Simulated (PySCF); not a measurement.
CH5AlFNO.

```xyz
10

Al    -0.0423    -0.5011     0.0000
F     -1.6873    -0.7553     0.0000
O      0.5826     1.0639     0.0000
C      0.1494     2.3903     0.0000
H      0.5301     2.9235     0.8903
H     -0.9535     2.4827     0.0000
H      0.5301     2.9235    -0.8903
N      1.0394    -1.8843     0.0000
H      0.7438    -2.8542     0.0000
H      2.0518    -1.8258     0.0000
```

Geometry optimised at r2SCAN-D4/def2-SVP. The structure was generated by enumeration; whether it is a known compound was not checked. The values are those of a single conformer.

Computed with PBE/pcSseg-1 (PySCF). Non-relativistic, no solvent.

Computed absolute GIAO shielding of each atom: isotropic value and principal components (ppm):
```tsv
atom	σ(iso)	σ11	σ22	σ33	span
Al1	454.3	394.9	442.3	525.7	130.8
F2	360.7	299.7	338.9	443.6	143.8
O3	325.7	275.5	333.8	367.7	92.2
C4	123.6	92.7	98.2	179.7	87.0
H5	27.2	23.0	24.8	33.8	10.8
H6	27.0	22.5	25.0	33.4	10.8
H7	27.2	23.0	24.8	33.8	10.8
N8	266.7	232.5	281.5	286.0	53.5
H9	31.3	24.2	26.9	43.0	18.8
H10	31.3	23.9	27.3	42.6	18.7
```
